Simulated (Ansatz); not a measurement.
`CCC([SiH3])Cl` + H–F → `FCC([SiH3])Cl` + CH₄  (substitution at a C–C bond)

Program: Ansatz. Geometries: PBE0-D4/def2-TZVP. ΔE: electronic, gas phase. CBS: MP2 limit from def2 TZ/QZ plus the TZ coupled-cluster correction, frozen cores. This one scheme is used for every species. Each species was taken in one conformer, which may not be the lowest.

```json
{"species": "`CCC([SiH3])Cl`", "HF/CBS(def2) energy (Eh)": "-867.37297"}
{"species": "H–F", "HF/CBS(def2) energy (Eh)": "-100.07071"}
{"species": "`FCC([SiH3])Cl`", "HF/CBS(def2) energy (Eh)": "-927.21987"}
{"species": "CH₄", "HF/CBS(def2) energy (Eh)": "-40.21695"}
```

(1) Work out ΔE.

Largest T1 diagnostic among the species: 0.011.

## Answers

(1) ΔE = (-927.21987) + (-40.21695) − (-867.37297) − (-100.07071) = 0.00686 Eh = +4.3 kcal/mol. CCSD(T)/CBS gives +10.8 kcal/mol.

In def2-TZVPP, CCSD(T) changes the Hartree–Fock value by +5.4 kcal/mol (the triples alone add +0.5 kcal/mol) and MP2 by +7.9 kcal/mol. The D4 term adds +1.9 kcal/mol with B3LYP and +1.1 kcal/mol with PBE0; it sums over pairs of atoms, weighted by their polarisabilities, and B3LYP, whose exchange is more repulsive, gets the larger term. From PBE to PBE0 (25 % exact exchange), in def2-TZVPP and without D4, ΔE moves by +1.3 kcal/mol.

B3LYP here is the variant with VWN-RPA as its local correlation; programs differ in this.
